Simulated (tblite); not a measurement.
C6H6F4.
SMILES with atom numbers: `[F:1][C:2]([F:3])([F:4])[C@:5]12[CH2:6][C@:7]([F:8])([CH2:9]1)[CH2:10]2` (hydrogens: H11, H12 on C6; H13, H14 on C9; H15, H16 on C10)

Computed with GFN2-xTB (tblite), gas phase: L-BFGS steps from a force-field or distance-geometry start until the largest atomic force falls under 0.01 eV/Å.

Step 0: E = -946.4978 eV
```
atom  x, y, z in Å  |  force x, y, z in eV/Å
F1      2.5136    0.9825    0.0674   -0.045  -0.258   0.361
C2      1.7463    0.0906    0.7260    0.411  -0.024   0.440
F3      1.7130    0.4505    2.0370    0.321  -0.124  -0.557
F4      2.3592   -1.1088    0.6504    0.122   0.360   0.154
C5      0.3968    0.0177    0.1734   -3.924  -0.038  -1.844
C6     -0.6932    1.1641    0.0301    0.358   0.216   0.366
C7     -1.3903   -0.0656   -0.5909    2.720  -0.033   1.419
F8     -2.6021   -0.1240   -1.0954   -0.901  -0.057  -0.400
C9     -0.8243   -0.8828    0.6084   -0.062   0.032   0.572
C10    -0.0541   -0.3640   -1.3001    0.516   0.123  -0.068
H11    -1.1076    1.5597    0.9626    0.076  -0.172  -0.106
H12    -0.4543    1.9920   -0.6384    0.068  -0.135  -0.022
H13    -1.2644   -0.6775    1.6040    0.276  -0.020  -0.507
H14    -0.7195   -1.9617    0.4690    0.066   0.183  -0.042
H15     0.1272   -1.3860   -1.6214   -0.001  -0.098   0.119
H16     0.2462    0.3222   -2.0933   -0.003   0.044   0.115
```

Problem. Estimate the geometry and energy of step 1. (The exact step hangs on the optimiser's Hessian estimate; all steps are aligned on step 0, rigid shifts and turns removed.)

Solution. E = -946.7022 eV, largest force 0.959 eV/Å
```
atom  x, y, z in Å  |  force x, y, z in eV/Å
F1      2.5130    0.9788    0.0726   -0.052  -0.156   0.234
C2      1.7522    0.0903    0.7322   -0.906  -0.086  -0.303
F3      1.7176    0.4488    2.0290    0.188  -0.059  -0.292
F4      2.3609   -1.1037    0.6526    0.061   0.209   0.101
C5      0.3408    0.0172    0.1471    0.172   0.079   0.029
C6     -0.6881    1.1671    0.0353    0.048   0.460   0.145
C7     -1.3514   -0.0661   -0.5706   -0.559  -0.089  -0.058
F8     -2.6150   -0.1248   -1.1011    0.605   0.010   0.245
C9     -0.8252   -0.8824    0.6166   -0.114  -0.301   0.244
C10    -0.0467   -0.3623   -1.3011    0.269  -0.142  -0.356
H11    -1.1066    1.5573    0.9611    0.029  -0.104   0.038
H12    -0.4533    1.9901   -0.6387    0.067  -0.106  -0.028
H13    -1.2605   -0.6778    1.5967    0.106   0.065  -0.130
H14    -0.7186   -1.9590    0.4684    0.055   0.156  -0.026
H15     0.1272   -1.3874   -1.6197    0.008  -0.049   0.123
H16     0.2462    0.3228   -2.0917    0.022   0.113   0.034
```

The energy changes by -0.2044 eV. The first-order estimate −F·Δx gives -0.4535 eV and the mean of the old and new forces, exact on a quadratic surface, -0.2097 eV. The step makes an angle of 0° with the force vector and moves no atom by more than 0.062 Å.

The cost below is that of the whole relaxation. On one thread of an Arm Neoverse V2 (shared host), this took under 0.1 s wall.
